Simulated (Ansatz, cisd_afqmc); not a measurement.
System: NaF, charge 0, singlet. NaF (SMILES [F][Na]).
B3LYP-D3(BJ)/def2-TZVP minimum from Ansatz (a first-principles code):
```
Na
F 1 1.9271
```
Charge 0, spin multiplicity 1.

Total energies in def2-TZVPP, 8 correlated electrons, 6 frozen orbitals. UHF or UKS for unpaired electrons; spin-orbit terms are left out. Correlated methods leave the cores frozen. No relativity. AFQMC/CISD: phaseless, guided by CISD from CCSD amplitudes; bars are statistical, one sigma. Outlying blocks are dropped, and bars are widened where a walk drifts. Over all cases where full CI ran beside it in this data, AFQMC minus full CI had a median of +0.1 mEh and passed +0.4 mEh in a tenth of the cases.

| method | program | energy (Eh) | minus CCSDTQ (mEh) |
|---|---|---|---|
| HF | Ansatz | -261.36892 | 280.38 |
| MP2 | Ansatz | -261.64454 | 4.76 |
| CCSD | Ansatz | -261.64191 | 7.40 |
| CCSD(T) | Ansatz | -261.64897 | 0.34 |
| CCSDT(Q) | Ansatz | -261.64936 | -0.06 |
| CCSDTQ | Ansatz | -261.64930 | 0.00 |
| AFQMC/CISD | cisd_afqmc | -261.6492 ± 0.0004 | 0.1 ± 0.4 |

Rough core times of Ansatz's runs on a shared machine: CCSD(T) under 20 s, CCSDT(Q) under 20 s, CCSDTQ 7 min.
